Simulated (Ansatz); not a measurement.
Consider the ligand exchange at a B–C bond: `CCBCN` + H₂Te → `NCB[TeH]` + `CC`.

Computed with Ansatz on PBE0-D4/def2-TZVP structures; ΔE is electronic, products minus reactants. CBS: MP2 limit from def2 TZ/QZ plus the TZ coupled-cluster correction, frozen cores. This one scheme is used for every species. Functionals use def2-TZVPP. B3LYP here is the variant with VWN-RPA as its local correlation; programs differ in this. Elements past krypton have def2 core potentials. For Te outer-core shells are correlated without core-valence functions, which leaves a few kJ/mol of doubt a bond. One conformer a species, not always the lowest.

`CCBCN`:

Cartesian coordinates in Å:
```
C -0.575 -1.053 -1.636
C -1.017 -1.077 -0.180
B -0.357 -0.082 0.824
C 0.750 0.931 0.413
N 1.089 1.941 1.399
H 0.494 -1.263 -1.733
H -0.752 -0.075 -2.092
H -1.108 -1.793 -2.238
H -0.908 -2.086 0.243
H -2.103 -0.903 -0.104
H -0.696 -0.142 1.979
H 1.598 0.269 0.124
H 0.471 1.414 -0.533
H 1.132 1.541 2.326
H 1.981 2.378 1.208
```

H₂Te:

```xyz
3

Te    0.095   -0.043   -0.771
H    -1.128    0.455    0.228
H     1.033   -0.413    0.542
```

`NCB[TeH]`:

Cartesian coordinates in Å:
```
N -1.690 0.142 -0.311
C -0.320 0.361 0.132
B 0.669 -0.763 -0.309
Te 2.600 -1.039 0.519
H -2.259 0.968 -0.172
H -1.717 -0.082 -1.297
H -0.308 0.463 1.224
H 0.133 1.303 -0.239
H 0.417 -1.523 -1.198
H 2.473 0.171 1.651
```

`CC`:

Z-matrix (Å, degrees):
```
C
C 1 1.519
H 1 1.093 2 111.4
H 1 1.093 2 111.4 3 120.0
H 1 1.093 2 111.4 3 -120.0
H 2 1.093 1 111.4 3 180.0
H 2 1.093 1 111.4 3 -60.0
H 2 1.093 1 111.4 3 60.0
```

```csv
level,ΔE (kJ/mol),difference from CCSD(T)/CBS
PBE-D4,-75.1,1.7
r2SCAN-D4,-72.9,3.9
PBE0-D4,-72.5,4.3
B3LYP-D4,-70.0,6.8
ωB97X-V,-65.4,11.4
ωB97M-V,-64.3,12.5
B2PLYP,-74.0,2.8
PBE,-75.5,1.3
r2SCAN,-73.5,3.3
PBE0,-72.8,4.0
B3LYP,-70.1,6.7
HF/def2-TZVPP,-65.0,11.8
MP2/def2-TZVPP,-81.1,-4.3
SCS-MP2/def2-TZVPP,-77.1,-0.3
CCSD/def2-TZVPP,-71.0,5.8
CCSD(T)/def2-TZVPP,-74.6,2.2
HF/def2-QZVPP,-64.4,12.4
MP2/def2-QZVPP,-82.2,-5.4
SCS-MP2/def2-QZVPP,-77.9,-1.1
HF/CBS(def2),-64.3,12.5
MP2/CBS(def2),-83.3,-6.5
CCSD/CBS(def2),-73.2,3.6
CCSD(T)/CBS,-76.8,0
```

Largest T1 diagnostic among the species: 0.013.

In def2-TZVPP, CCSD(T) changes the Hartree–Fock value by −9.5 kJ/mol (the triples alone add −3.6 kJ/mol) and MP2 by −16.1 kJ/mol.
